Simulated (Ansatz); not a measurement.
Reaction (substitution at a C–C bond): `[SiH3]CC(Cl)Cl` + `OBF` → `FBOC[SiH3]` + `ClCCl`

Calculated with Ansatz (gas phase, PBE0-D4/def2-TZVP geometries, no zero-point term in ΔE). CBS: MP2 limit from def2 TZ/QZ plus the TZ coupled-cluster correction, frozen cores. This one scheme is used for every species. DFT in def2-TZVPP. Each species was taken in one conformer, which may not be the lowest.

`[SiH3]CC(Cl)Cl`:

Z-matrix (Å, degrees):
```
Si
C 1 1.892
H 1 1.486 2 107.8
H 1 1.482 2 111.9 3 120.1
H 1 1.487 2 109.2 3 -118.4
C 2 1.505 1 114.2 3 161.5
H 2 1.093 1 109.5 3 -75.3
H 2 1.095 1 108.3 3 41.1
Cl 6 1.780 2 111.3 1 58.8
Cl 6 1.782 2 111.6 1 -178.1
H 6 1.088 2 112.3 1 -59.6
```

`OBF`:

```xyz
5

O     0.090   -0.337   -0.942
B     0.195   -0.028    0.362
F    -0.709    0.761    0.941
H    -0.676    0.062   -1.369
H     1.100   -0.458    1.007
```

`FBOC[SiH3]`:

Cartesian coordinates in Å:
```
F -1.496 1.897 0.569
B -1.786 0.621 0.821
O -1.146 -0.370 0.185
C -0.119 -0.132 -0.780
Si 1.578 -0.549 -0.051
H -2.629 0.357 1.622
H -0.327 -0.773 -1.640
H -0.139 0.905 -1.129
H 1.830 0.314 1.131
H 1.618 -1.975 0.359
H 2.614 -0.297 -1.087
```

`ClCCl`:

Z-matrix (Å, degrees):
```
C
Cl 1 1.762
Cl 1 1.762 2 112.9
H 1 1.086 2 108.1 3 119.6
H 1 1.086 2 108.1 3 -119.6
```

CCSD(T)/CBS gives +81.3 kJ/mol.

Problem. Another level gave +70.1 kJ/mol. Which?
A. MP2/def2-TZVPP
B. PBE/def2-TZVPP
C. r2SCAN/def2-TZVPP
D. HF/def2-TZVPP

Solution. B. PBE 70.1, r2SCAN 75.8, HF/def2-TZVPP 60.3, MP2/def2-TZVPP 90.4 kJ/mol.

Largest T1 diagnostic among the species: 0.013.

From PBE to PBE0 (25 % exact exchange), in def2-TZVPP and without D4, ΔE moves by +3.3 kJ/mol. In def2-TZVPP, CCSD(T) changes the Hartree–Fock value by +19.3 kJ/mol (the triples alone add +2.9 kJ/mol) and MP2 by +30.1 kJ/mol. The D4 term adds +8.0 kJ/mol with B3LYP and +4.3 kJ/mol with PBE0; it sums over pairs of atoms, weighted by their polarisabilities, and B3LYP, whose exchange is more repulsive, gets the larger term.

B3LYP here is the variant with VWN-RPA as its local correlation; programs differ in this.
